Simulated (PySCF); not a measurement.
These 4 structures share the formula C6H6O2S. The calculation used PySCF, PBE0-D3(BJ)/def2-SVP geometry optimisation, gas phase. Energies are electronic, without zero-point or thermal terms, for one conformer each. No frequencies were run at this level. Point groups hold within 0.08 Å.

Task: Order them by energy at this level, lowest first, and give relative energies in kcal/mol.
A. `[cH:1]1[s:2][cH:3][c:4]2[c:5]1[O:6][CH2:7][CH2:8][O:9]2` with C4–C5–O6–C7 16°, C5–O6–C7–C8 -45°, O6–C7–C8–O9 63°, C7–C8–O9–C4 -45° (3,4-ethylenedioxythiophene)
B. `[CH3:1][O:2][C:3](=[O:4])[c:5]1[cH:6][cH:7][s:8][cH:9]1` with C1–O2–C3–O4 0°, O2–C3–C5–C6 1°
C. `[CH3:1][O:2][C:3](=[O:4])[c:5]1[cH:6][cH:7][cH:8][s:9]1` with C1–O2–C3–O4 0°, O2–C3–C5–C6 -179°
D. `[CH3:1][C:2](=[O:3])[O:4][c:5]1[cH:6][cH:7][s:8][cH:9]1` with C1–C2–O4–C5 179°, C2–O4–C5–C6 180°

Result: C (0.0), B (0.4), D (2.7), A (23.1).

As drawn, the lowest has a C=O bond and a C(=O)–O unit, which the highest lacks. Neighbours under 2.5 kcal/mol apart (COC(=O)c1cccs1 and COC(=O)c1ccsc1; COC(=O)c1ccsc1 and CC(=O)Oc1ccsc1) can change places with a better method, another conformer or zero-point energy.

| SMILES | E (Eh) | E rel (kcal/mol) | dipole (D) | point group | A, B, C (MHz) |
| --- | --- | --- | --- | --- | --- |
| COC(=O)c1cccs1 | -779.93052 | 0.0 | 1.65 | Cs | 3356, 972.3, 757.5 |
| COC(=O)c1ccsc1 | -779.92980 | 0.4 | 1.91 | near Cs | 4168, 795.6, 670.9 |
| CC(=O)Oc1ccsc1 | -779.92617 | 2.7 | 2.19 | near Cs | 4104, 806.4, 676.8 |
| c1scc2c1OCCO2 | -779.89376 | 23.1 | 2.12 | C2 | 3416, 1153, 883.4 |

Task: How do the relative energies change in single points at PBE0/pcSseg-1 (no added dispersion term) on the same geometries?

Result: 
```csv
SMILES,PBE0-D3(BJ)/def2-SVP (kcal/mol),PBE0/pcSseg-1 (kcal/mol),shift
COC(=O)c1cccs1,0.0,0.0,0.0
COC(=O)c1ccsc1,0.4,0.2,-0.2
CC(=O)Oc1ccsc1,2.7,3.3,+0.6
c1scc2c1OCCO2,23.1,26.4,+3.3
```

Each column counts from its own lowest isomer. The order is unchanged; the largest shift is 3.3 kcal/mol.

Task: As an exercise, what shares would exp(−E/RT) give at 2000 K from these electronic energies alone (no entropy, no degeneracies)?

Result: RT = 3.974 kcal/mol: COC(=O)c1cccs1 41.7 %, COC(=O)c1ccsc1 37.2 %, CC(=O)Oc1ccsc1 21.0 %, c1scc2c1OCCO2 0.1 %.
